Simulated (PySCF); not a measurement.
Species: C5H9ClOSi2.
SMILES with atom numbers: `[SiH3:1][C:2]1=[CH:3][CH:4]=[CH:5][O:6][Si@@H:7]1[CH2:8][Cl:9]`

Geometry (GFN2-xTB, Å), atoms numbered from 1 in this order:
```
atom  x, y, z in Å
Si1    0.905    2.189   -0.779
C2    -0.189    0.697   -0.413
C3    -1.520    0.829   -0.225
C4    -2.421   -0.236    0.130
C5    -2.027   -1.479    0.437
O6    -0.761   -1.910    0.408
Si7    0.479   -1.042   -0.249
C8     1.951   -1.202    0.950
Cl9    3.379   -0.518    0.138
H10    0.033    3.341   -1.031
H11    1.726    1.903   -1.954
H12    1.751    2.465    0.383
H13   -1.980    1.806   -0.322
H14   -3.471   -0.003    0.200
H15   -2.724   -2.243    0.759
H16    0.837   -1.701   -1.511
H17    2.194   -2.235    1.186
H18    1.830   -0.654    1.882
```

Probes without a nucleus sit at each ring's centroid and 1 Å off its mean plane on both sides; NICS is minus the shielding there, NICSzz its component along the normal. Level: GIAO PBE0/pcSseg-1 (PySCF, non-relativistic, gas phase) on the GFN2-xTB geometry, one conformer.

Ring bond lengths (Å), with Mayer bond orders in brackets: C2–C3 1.350 (1.81), C3–C4 1.439 (1.17), C4–C5 1.339 (1.74), C5–O6 1.338 (1.03), O6–Si7 1.650 (0.89), Si7–C2 1.870 (0.90).

Task: What do the NICS probes read (ppm)?

Result: 
```tsv
ring	type	NICS(0)	NICS(1), two faces	NICS(1)zz, two faces	rms pucker (Å)	centre to ring atoms, mean (Å)
C2–C3–C4–C5–O6–Si7	6-membered ring with O and Si; formal bonds 2 double, 4 single	2.4	-0.6 / -0.1	3.6 / 3.5	0.07	1.49
```

Task: What do they say, and how far can they be read as aromaticity?

Result: 
- C2–C3–C4–C5–O6–Si7: mean NICS(1)zz 3.6 ppm, deshielded. Si7 has four or more neighbours, and the NICS criterion for π rings isn't applied.

Task: What is the mean of the two in-plane components of NICS at the first NICS(1) probe listed for ring C2–C3–C4–C5–O6–Si7, 1 Å off the ring?

Result: The isotropic value is a third of the trace: (3 × -0.6 − (3.6))/2 = -2.7 ppm.
